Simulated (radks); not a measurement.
The numbers below are computed, except where a source is named.
The mean radii <r> (bohr) of the occupied orbitals of an atom or ion are listed with their occupations. Level of theory: Dirac Kohn-Sham, PBEsol, spin-unpolarised, spherical densities, point nucleus (a radial shooting solver on a logarithmic mesh with Libxc functionals).

| orbital | occ. | <r> |
|---|---|---|
| 1s1/2 | 2 | 0.05622 |
| 2s1/2 | 2 | 0.2555 |
| 2p1/2 | 2 | 0.2229 |
| 2p3/2 | 4 | 0.2260 |
| 3s1/2 | 2 | 0.7786 |
| 3p1/2 | 2 | 0.8176 |
| 3p3/2 | 4 | 0.8278 |
| 3d3/2 | 4 | 1.133 |
| 3d5/2 | 4 | 1.141 |

Name the element and its charge. Open shells, if any, fill j = l - 1/2 first.

Answer. Z = 27, cobalt, charge +1: Co+ in [Ar] 3d8. The 1s radius gives Z: for a bare nucleus <r> = (2 gamma + 1)/(2Z) with gamma = sqrt(1 - (Z/c)^2), 0.05483 bohr for Z = 27, and screening makes it slightly larger (0.05622 here). The occupations add up to 26, and the charge is Z minus that.
